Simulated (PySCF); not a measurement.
# [Mn(SH)4]2-: what the settings change

The complex [Mn(SH)4]2- (charge -2) contains Mn(II), shell d5. The structure is a PBE0-D3(BJ)/def2-TZVP, IEF-PCM water geometry optimised for multiplicity 6; coordination tetrahedral, point group S4, metal–donor distances 2.45 Å.

```
9

Mn    0.000    0.000    0.000
S     1.446    1.446    1.353
H     0.456    2.146    1.932
S    -1.446   -1.446    1.353
H    -0.456   -2.146    1.932
S    -1.446    1.446   -1.353
H    -2.146    0.456   -1.932
S     1.446   -1.446   -1.353
H     2.146   -0.456   -1.932
```

Method (PySCF 2.14, density fitting): CASSCF(5,5) with orbitals averaged over all microstates of the shell, strongly contracted NEVPT2 on the averaged canonical orbitals; basis x2c-TZVPall on the metal, x2c-SVPall elsewhere; spin-free X2C; IEF-PCM water; spin-orbit coupling by state interaction with the mean-field operator over all roots.

Base run: NEVPT2 ground state 6A (from 6A1), next 4A (from 4T1) at 22794, then 4E at 24950 cm⁻¹, 10Dq(CASSCF) 3018, B(CASSCF) 1017, ζ 297 cm⁻¹, D 0.02 cm⁻¹, g 2.002 2.002 2.002, μeff(300 K) 5.92 μB.

(1) What happens with the basis x2c-TZVPall on all atoms?

(2) What happens with orbitals averaged over the highest spin alone?

Answers

(1) NEVPT2 ground state 6A (from 6A1), next 4A (from 4T1) at 22849, then 4E at 24864 cm⁻¹, 10Dq(CASSCF) 3012, B(CASSCF) 1016, ζ 297 cm⁻¹, D 0.02 cm⁻¹, g 2.002 2.002 2.002, μeff(300 K) 5.92 μB. It took 26 s against 16 s on a shared host of the same kind.

(2) NEVPT2 ground state 6A (from 6A1), next 4A (from 4T1) at 23796, then 4E at 25646 cm⁻¹, 10Dq(CASSCF) 2906, B(CASSCF) 1068, ζ 310 cm⁻¹, D 0.01 cm⁻¹, g 2.002 2.002 2.002, μeff(300 K) 5.92 μB.
